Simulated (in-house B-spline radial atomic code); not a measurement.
RPA and G0W0 on HSE06: Fe XVI (Fe15+)

Configuration [Ne] 3s1, highest spin, mean-field start HSE06. Computed with a B-spline radial code for spherical atoms: all electrons, scalar-relativistic (spin-free one-electron X2C), finite nucleus, each spin shell either full or empty, empty states to l = 9 with an (l + 1/2)⁻⁴ tail; G0W0 by contour deformation at full frequency.

Command:
```bash
python run_gw.py task.json out
```
Settings (radii: box in bohr, nucleus in fm):
```
Z                        26
electrons                11
configuration            [Ne] 3s1
hamiltonian              x2c
method                   hse06
lmax                     9
rms_radius               3.7377
spin_polarised           True
box_radius               5
intervals                65
ion_configuration        [He] 2s2 2p6
```

Time taken, with all properties: 4 s on 1 thread of Arm Neoverse N1, on a shared host.

Energies (hartree):

```
                                     term        value
                         mean-field total  -1166.48222
Hartree-Fock functional on these orbitals  -1166.21546
                      direct second order     -0.74512
                    second-order exchange         0.29
                         SOSEX correction      0.27498
```

What is the RPA correlation energy, and what remains with SOSEX?

RPA gives -0.7051 hartree (-1.74 eV per electron); RPA + SOSEX gives -0.43012, and the second-order doubles -0.45512 hartree (no singles). RPA lacks exchange-type terms and so overcorrelates at short range.

Quasi-particle levels (eV):

| level | occupied | mean field | Σx - vxc | Σc | QP weight | G0W0 |
| --- | --- | --- | --- | --- | --- | --- |
| 3s up | yes | -479.37 | -9.56 | ? | ? | ? |
| 2p down | yes | -1184.88 | -36.90 | 2.81 | 0.989 | -1218.98 |
| 2p up | yes | -1186.15 | -37.18 | 2.89 | 0.983 | -1220.44 |
| 2s down | yes | -1305.09 | -46.51 | 4.12 | 0.982 | -1347.48 |
| 3s down | no | -465.65 | 13.04 | -3.48 | 0.970 | -456.09 |

G0W0 = mean field + (Σx - vxc) + Σc, with Σc (partial-wave tail included) taken at the quasi-particle energy. Only the outer levels were computed.

Where does G0W0 put 3s up?

At -491.40 eV, with Σc = -2.47 eV and a quasi-particle weight of 0.983. The tabulated removal energy is 489.312 ± 0.014 eV (NIST, semi-empirical); the calculation leaves out spin-orbit coupling, Breit and QED terms, and what these don't explain is the method's own error.

What does it cost to remove one electron (to [He] 2s2 2p6) by differences of total energies, each species on its own start (correlation terms add to the Hartree-Fock functional)?

HSE06 490.83 eV, Hartree-Fock functional 488.79 eV, + RPA 490.68 eV, + RPA + SOSEX 489.38 eV, + second order 489.48 eV. Tabulated: 489.312 ± 0.014 eV (NIST, semi-empirical); the calculation leaves out spin-orbit coupling, Breit and QED terms, and what these don't explain is the method's own error.
